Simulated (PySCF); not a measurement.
W(O)(NH)(OMe)(SH) (CH5NO2SW), SMILES [SH][W](=[O])([O]C)=[NH], multiplicity 1.

Geometry: PBE-D3(BJ)/def2-SVP. The spin state was assumed, not searched. The def2 effective core potentials stand for the cores of W; spin–orbit coupling is left out. Other conformers were not sampled.

Method: PBE-D3(BJ)/def2-SVP (PySCF).

Frequencies are harmonic and unscaled.

Computed normal modes with their intensities:
```tsv
mode	ν (cm⁻¹)	IR (km/mol)	moving atoms (share of kinetic energy)
1	50	2.8	H 35 %, C 31 %, S 19 %, O 10 %
2	79	0.2	H 86 %
3	101	2.5	C 29 %, N 22 %, H 21 %, O 11 %, S 9 %, W 9 %
4	156	3.3	N 32 %, O 24 %, S 21 %, H 13 %
5	169	0.4	O 53 %, S 19 %, N 11 %, W 9 %, H 8 %
6	228	1.7	O 73 %, H 8 %
7	258	3.0	H 37 %, O 37 %, C 12 %
8	271	12.0	O 47 %, H 26 %, N 20 %
9	308	22.8	H 55 %, N 20 %, O 17 %
10	377	22.5	S 71 %, W 20 %
11	531	137.0	H 73 %, N 21 %
12	568	54.4	O 48 %, C 25 %, H 12 %, W 12 %
13	634	12.4	H 93 %
14	672	83.4	H 77 %, N 19 %
15	942	98.5	N 53 %, O 30 %, W 11 %
16	974	83.8	O 62 %, N 29 %
17	1115	152.0	H 41 %, C 30 %, O 29 %
18	1125	3.9	H 76 %, C 19 %
19	1145	175.7	H 37 %, O 35 %, C 28 %
20	1407	12.6	H 92 %
21	1412	3.1	H 93 %
22	1414	11.6	H 96 %
23	2586	1.1	H 97 %
24	2941	71.5	H 98 %
25	3037	16.0	H 90 %, C 10 %
26	3040	14.4	H 90 %, C 10 %
27	3509	123.6	H 93 %
```
